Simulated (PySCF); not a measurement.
# Dipole moment and polarisability of `C=CN1CCC=N1`

C5H8N2.
Structure used (GFN2-xTB), in Å, numbered top down from 1:
```xyz
15
C5H8N2 angstrom
C     -2.514    0.513    0.248
C     -1.414    0.886   -0.403
N     -0.161    0.392   -0.189
C      0.191   -0.634    0.796
C      1.706   -0.789    0.597
C      1.950    0.214   -0.506
N      0.898    0.820   -0.886
H     -3.462    0.957    0.013
H     -2.506   -0.233    1.022
H     -1.436    1.637   -1.179
H     -0.361   -1.554    0.583
H     -0.073   -0.288    1.799
H      1.992   -1.794    0.286
H      2.278   -0.537    1.491
H      2.906    0.419   -0.947
```

Level: PBE0/def2-SVPD (PySCF), static field, nuclei fixed, core orbitals frozen in the response. The polarisability tensor in these axes (au):

```
x   115.81  -8.28  -6.69
y    -8.28  61.20  -8.02
z    -6.69  -8.02  61.55
```

Problem. Diagonalise the tensor; give its mean and Δα, where Δα² is half the sum of the squared differences of the eigenvalues.

Solution. Principal values 51.60, 69.38 and 117.58 au; mean 79.52 au = 11.78 Å³ = 13.11 × 10⁻⁴⁰ C²·m²/J; Δα = 59.14 au (74 % of the mean).

Problem. What is the dipole moment, and where does it point?

Solution. (1.40, -1.63, 1.37) D, 2.55 D in size, pointing from the negative to the positive side. Measured along this direction, the outermost atoms are H8 and H10 at the negative end and H13 and H14 at the positive end.

Problem. Find the Langevin capture rate constant for H3+ (3.023 u) meeting this molecule (96.069 u), k = 2.342 × 10⁻⁹ cm³/s × √(α in Å³ / reduced mass in u).

Solution. The reduced mass is 2.93 u, so k = 4.70 × 10⁻⁹ cm³/s. The formula leaves out the permanent dipole, which adds to the capture rate.

Problem. Traceless (Buckingham) quadrupole moment about the centre of nuclear charge: eigenvalues?

Solution. -2.81, -2.26, 5.07 D·Å. The values depend on the origin, since the dipole doesn't vanish. The electronic extent ⟨r²⟩ about the same centre is 754 bohr², a root-mean-square distance of 2.02 Å for the 52 electrons.

Problem. Sum over states: ᾱ = Σ f/ω², ω in Eh. What share falls to these 6 lowest TDDFT singlets (eV, f)? 4.77, 0.3135; 5.11, 0.0201; 5.81, 0.0132; 6.05, 0.2609; 6.08, 0.0072; 6.40, 0.0013.

Solution. They add up to 16.49 au, 20.7 % of the 79.52 au; the largest single term is 10.19 au, from the state at 4.77 eV. Terms in order: 10.19, 0.57, 0.29, 5.28, 0.14, 0.02 au. Higher excitations give the rest. The strengths listed sum to 0.616.

Problem. Rayleigh depolarisation ratio (linearly polarised light, static tensor)?

Solution. ρ = 3Δα²/(45ᾱ² + 4Δα²) = 10491.4/(284545 + 13988.5) = 0.0351.

Problem. Molar refractivity from α?

Solution. Lorentz–Lorenz: R = (4π/3)N_A α = 2.5225 cm³/(mol·Å³) × 11.78 Å³ = 29.7 cm³/mol, in the limit of long wavelengths.

Isolated species at its GFN2-xTB geometry (one conformer only).
